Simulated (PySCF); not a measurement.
Simulated C 1s region for `CC#C[BH2-][N+]#CCCC`, binding energy against the vacuum level.

Every computed line was given a Gaussian of 0.7 eV full width at half maximum and an area set by the number of equivalent atoms; the highest printed point is 100. Method: PySCF, delta-SCF UKS SCAN, pcX-2 on the ionised atom, pcseg-1 elsewhere, spin-free X2C.

(binding energy (eV), intensity): (287.4, 0), (287.6, 2), (287.8, 7), (288.0, 23), (288.2, 49), (288.4, 73), (288.6, 82), (288.8, 72), (289.0, 47), (289.2, 22), (289.4, 7), (289.6, 1), (289.8, 0), (290.0, 1), (290.2, 7), (290.4, 21), (290.6, 42), (290.8, 55), (291.0, 54), (291.2, 57), (291.4, 75), (291.6, 92), (291.8, 85), (292.0, 59), (292.2, 41), (292.4, 53), (292.6, 85), (292.8, 100), (293.0, 78), (293.2, 40), (293.4, 13), (293.6, 3), (293.8, 0)

How many maxima does the curve show, and how many computed lines lie under it?

The curve has 4 maxima (at 288.6, 290.9, 291.6 and 292.8 eV). Under it lie 7 lines from 7 inequivalent carbon sites. At this width some lines have no maximum of their own.

Decompose the envelope and assign each component. Numbering: `[CH3:1][C:2]#[C:3][BH2-:4][N+:5]#[C:6][CH2:7][CH2:8][CH3:9]`.

| position (eV) | relative area | line | atoms | environment |
| --- | --- | --- | --- | --- |
| 288.39 | 1 | C 1s | C3 | alkyne carbon |
| 288.80 | 1 | C 1s | C2 | alkyne carbon |
| 290.80 | 1 | C 1s | C1 | propargylic carbon |
| 291.52 | 1 | C 1s | C9 | methyl carbon |
| 291.80 | 1 | C 1s | C8 | chain CH2 carbon |
| 292.71 | 1 | C 1s | C6 | triply bonded carbon |
| 292.86 | 1 | C 1s | C7 | chain CH2 carbon |

What are the centre and the root-mean-square width of the whole band?

The area-weighted mean of the lines is 290.98 eV. Their own spread about it is 1.65 eV (rms) and each Gaussian has σ = 0.7/2.355 = 0.30 eV; the variances add, which gives 1.67 eV.

Lowest listed C 1s: C3, bonded to C (triple bond) and B. Highest, 4.47 eV above it: C7, bonded to 2 C and 2 H. The widest gap between neighbouring values is 2.00 eV, between 288.80 and 290.80 eV.

No satellites, vibrations or lifetime broadening are included. Spin contamination (⟨S²⟩ against 0.75 for a pure doublet) is marked for C 1s of C6 (0.93), which makes this value less certain. Geometry: PBE0-D3(BJ)/def2-SVP, one conformer, isolated molecule.

Conformer computed: `[CH3:1][C:2]#[C:3][BH2-:4][N+:5]#[C:6][CH2:7][CH2:8][CH3:9]`: C6–C7–C8–C9 180°.
